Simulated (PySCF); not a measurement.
C7H7N3O, SMILES Cn1cccc1-c1nnco1. Atoms are numbered in the order given.

```xyz
18

C      2.0965    -1.2185     0.0000
N      0.6693    -1.4822     0.0000
C      0.1003    -2.7236     0.0000
C     -1.2835    -2.5911     0.0000
C     -1.5665    -1.2093     0.0000
C     -0.3407    -0.5373     0.0000
C     -0.0911     0.8735     0.0000
N      1.0407     1.5333     0.0000
N      0.7120     2.8770     0.0000
C     -0.5777     2.9366     0.0000
O     -1.1665     1.7138     0.0000
H      2.6229    -2.1817     0.0000
H      2.3850    -0.6354    -0.8855
H      2.3850    -0.6354     0.8855
H      0.7278    -3.6138     0.0000
H     -2.0019    -3.4089     0.0000
H     -2.5426    -0.7274     0.0000
H     -1.2215     3.8135     0.0000
```

Coordinates come from a r2SCAN-D4/def2-SVP optimisation. One conformer was computed; it need not be the lowest.

Level of theory: TDA-B3LYP/def2-SVP (PySCF).

Vertical excitations. The molecule is in vacuum. State labels are in the subgroup Cs.

Computed lowest excited states:
```tsv
state	symmetry	energy (eV)	λ (nm)	f	main pairs
S1	A'	4.92	252	0.600	HOMO→LUMO 87 %
S2	A"	5.28	235	0.000	HOMO−2→LUMO 98 %
S3	A'	5.41	229	0.058	HOMO−1→LUMO 88 %
S4	A'	5.92	209	0.129	HOMO→LUMO+1 84 %
S5	A"	6.55	189	0.013	HOMO−4→LUMO 60 %, HOMO−2→LUMO+1 37 %
S6	A'	6.59	188	0.038	HOMO−1→LUMO+1 62 %, HOMO→LUMO+2 23 %, HOMO−3→LUMO 12 %
S7	A"	6.63	187	0.005	HOMO−2→LUMO+1 59 %, HOMO−4→LUMO 38 %
S8	A"	6.81	182	0.000	HOMO→LUMO+3 96 %
S9	A'	6.88	180	0.045	HOMO−3→LUMO 48 %, HOMO−1→LUMO+1 27 %
S10	A'	7.31	170	0.075	HOMO→LUMO+2 48 %, HOMO−3→LUMO 22 %
T1	A'	3.22	385	0	HOMO→LUMO 95 %
T2	A'	4.34	286	0	HOMO−1→LUMO 93 %
T3	A'	4.62	268	0	HOMO→LUMO+1 72 %, HOMO−3→LUMO 13 %
T4	A"	4.84	256	0	HOMO−2→LUMO 94 %
```
Triplets are in the Tamm–Dancoff approximation.
